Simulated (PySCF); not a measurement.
In(H)(SiH3)2 (H₇InSi₂), SMILES [SiH3][InH][SiH3].

The structure is a stationary point at PBE-D3(BJ)/def2-SVP. The structure was generated by enumeration; whether it is a known compound was not checked. The def2 effective core potentials stand for the cores of In; spin–orbit coupling is left out.

Two levels are set side by side: TDA-PBE/def2-SVPD (PySCF) and TDA-ωB97X/def2-SVPD (PySCF). Vertical, same geometry. The lowest singlet is HOMO→LUMO 99 % with PBE and HOMO→LUMO 98 % with the other functional; states are paired by order. Differences are taken from unrounded values.

| quantity | TDA-ωB97X |
|---|---|
| lowest singlet excitation (eV) | 3.70 |
| lowest triplet excitation (TDA) (eV) | 3.21 |
| first bright state (f over 0.05) (eV) | 6.32 |
| its oscillator strength | 0.61 |

Problem. What does TDA-PBE give, and how far is it from TDA-ωB97X? (An estimate is asked for; the answer gives what the named calculation found.)

Solution. 
```json
[
 {"quantity": "lowest singlet excitation (eV)", "TDA-PBE": "3.30", "TDA-PBE minus TDA-ωB97X": "-0.40"},
 {"quantity": "lowest triplet excitation (TDA) (eV)", "TDA-PBE": "2.81", "TDA-PBE minus TDA-ωB97X": "-0.40"},
 {"quantity": "first bright state (f over 0.05) (eV)", "TDA-PBE": "5.35", "TDA-PBE minus TDA-ωB97X": "-0.96"},
 {"quantity": "its oscillator strength", "TDA-PBE": "0.08", "TDA-PBE minus TDA-ωB97X": "-0.53"}
]
```

Functionals without exact exchange tend to place singlet excitations lower, as here. Differences between two approximate levels are no errors against the true value.

Rough cost on one machine, each run with all the roots and properties that it gave: TDA-ωB97X against TDA-PBE about 3 times.
